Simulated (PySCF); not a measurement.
C3H7N, SMILES `C(=C/C)/N` (charge 0, multiplicity 1)

Calculation: PySCF 2.14.0 with PBE0-D3(BJ)/def2-TZVP.

- HOMO: -5.73 eV
- dipole moment: 1.35 D
- HOMO–LUMO gap: 6.78 eV
- LUMO: 1.05 eV
- total energy: -173.1234 Ha
- cost: around 30 core-seconds (rough)

```xyz
11

C     -1.3413    -0.4188    -0.3302
C     -0.5263     0.5620     0.4466
C      0.8063     0.6323     0.4338
N      1.6680    -0.1286    -0.3400
H     -1.6347    -0.0303    -1.3125
H     -2.2615    -0.6734     0.2004
H     -0.8055    -1.3577    -0.5054
H     -1.0529     1.2924     1.0490
H      1.3080     1.3867     1.0313
H      1.2691    -0.9620    -0.7431
H      2.5707    -0.3025     0.0701
```
Charge 0, spin multiplicity 1.
